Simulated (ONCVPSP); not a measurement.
# Configuration tests for potassium (ONCV)

K, optimised norm-conserving Vanderbilt (ONCV), made with ONCVPSP 4.0.1 (LDA (Perdew-Zunger), fully relativistic). Core [Ne], reference 3s2 3p6 4s1. Waves: 3s+4s: rc 2.25 bohr, ncon 3, nbas 6, qcut 4.6 1/bohr, 3 projectors, debl 1.1 Ha; 3p: rc 1.65 bohr, ncon 5, nbas 10, qcut 6.5 1/bohr, 3 projectors, debl 1.2 Ha; d scattering state at 0.24 Ha: rc 2.20 bohr, ncon 3, nbas 6, qcut 4.6 1/bohr, 2 projectors, debl 3.6 Ha. Local part: polynomial inside 1.35 bohr (lpopt 5, dvloc0 -1 Ha). Core correction: Teter function, fcfact 5.5, rcfact 1.1.

Open shells are filled in proportion to 2j + 1.

Energies are relative to the spin-unpolarised reference configuration 3s2 3p6 4s1; without spin polarisation the order of configurations can differ from experiment.

| valence configuration | charge | ΔE all-electron (eV) | error AE − PS (meV) |
| --- | --- | --- | --- |
| 3s2 3p6 4s0 | +1 | 4.407 | -0.2 |
| 3s2 3p6 4s0.5 | +0.5 | 1.710 | 0.0 |

(1) What are ΔE and the potential's error for 3s2 3p6 4s0 4p1?

(2) What are ΔE and the potential's error for 3s2 3p5 4s1?

Levels in the configuration 3s2 3p6 4s0 4p1:

```
   level  all-electron (eV)  pseudo (eV)
3s j=1/2            -36.676      -36.687
3p j=3/2            -20.221      -20.225
3p j=1/2            -20.494      -20.497
4p j=3/2             -1.407       -1.407
4p j=1/2             -1.417       -1.417
```

Results:

(1) ΔE = 1.630 eV all-electron; the error (AE − PS) is -0.1 meV.

(2) ΔE = 24.963 eV all-electron; the error (AE − PS) is +20 meV.

These tests converged, but a pseudo level misses the all-electron one widely, so the file describes the atom poorly there or has found another state: 3s2 3p6 4s0 4p1: empty 4s by 3.0 eV.
